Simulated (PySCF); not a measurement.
Compound: C3H10GaN.
Bonds: C1–C2 (double), C2–C3, C3–Ga4, Ga4–N5. Hydrogens: H6, H7 on C1; H8 on C2; H9, H10 on C3; H11, H12 on Ga4; H13, H14, H15 on N5.

Level: PBE0/def2-SVPD in PySCF, non-relativistic, on one gas-phase PBE0-D3(BJ)/def2-SVP geometry that isn't relaxed in the solvent. The solvent is an IEF-PCM continuum (van der Waals radii × 1.2), and excitations are vertical TDDFT with non-equilibrium linear response and a frozen core. Specific hydrogen bonds and non-electrostatic terms are outside this model. Spin–orbit coupling is left out although an atom past zinc is present.

Gas-phase singlets (H = HOMO, L = LUMO):

```
state  E (eV)  λ (nm)      f  leading configuration
   S1   5.263     236  0.025                H→L 98%
   S2   5.769     215  0.306              H→L+1 94%
   S3   6.151     202  0.015              H→L+2 96%
   S4   6.354     195  0.015              H-1→L 94%
   S5   6.639     187  0.011              H→L+3 90%
```

Question: Give the list for chloroform (ε = 4.711), n² = 2.09.

Answer: 
```csv
state,E (eV),λ (nm),f,leading configuration,change by rank (eV)
S1,5.668,219,0.259,H→L 50%,+0.405
S2,5.699,218,0.212,H→L+1 51%,-0.070
S3,6.102,203,0.017,H→L+2 95%,-0.049
S4,6.665,186,0.032,H→L+3 86%,+0.311
S5,6.840,181,0.096,H-1→L 60%,+0.201
```

Question: Give the list for acetonitrile (ε = 35.69), n² = 1.81.

Answer: 
| state | E (eV) | λ (nm) | f | leading configuration | change by rank (eV) |
| --- | --- | --- | --- | --- | --- |
| S1 | 5.717 | 217 | 0.424 | H→L 96% | +0.454 |
| S2 | 5.818 | 213 | 0.033 | H→L+1 95% | +0.049 |
| S3 | 6.080 | 204 | 0.015 | H→L+2 94% | -0.071 |
| S4 | 6.654 | 186 | 0.039 | H→L+3 84% | +0.300 |
| S5 | 6.891 | 180 | 0.084 | H→L+4 90% | +0.252 |

Question: The ground-state energy changes by -0.377 eV from gas to acetonitrile. By how much does the total energy of gas-phase S1 change?

Answer: E(S1) = E(S0) + excitation energy, so it changes by -0.377 + 0.555 = +0.178 eV: it isn't lowered at all, while the ground state is. This is the vertical state, with the slow part of the continuum still set for S0.

Question: How do the frontier levels move from gas to acetonitrile?

Answer: 
```
orbital  gas (eV)  solvent (eV)  change (eV)
 LUMO+2      0.84          0.77        -0.07
 LUMO+1      0.13          0.50        +0.37
   LUMO     -0.12          0.18        +0.30
   HOMO     -6.36         -6.34        +0.02
 HOMO-1     -7.54         -7.85        -0.31
 HOMO-2     -8.50         -8.54        -0.04
 HOMO-3     -9.51         -9.22        +0.29
```

The HOMO–LUMO gap goes from 6.24 to 6.52 eV. Rows go by rank; for LUMO and LUMO+1 the atom shares or the degeneracy differ between the runs, so the row needn't follow one orbital.

The values belong to the conformer `[CH2:1]=[CH:2][CH2:3][GaH2-:4][NH3+:5]`: C1–C2–C3–Ga4 99°, C2–C3–Ga4–N5 -48°.
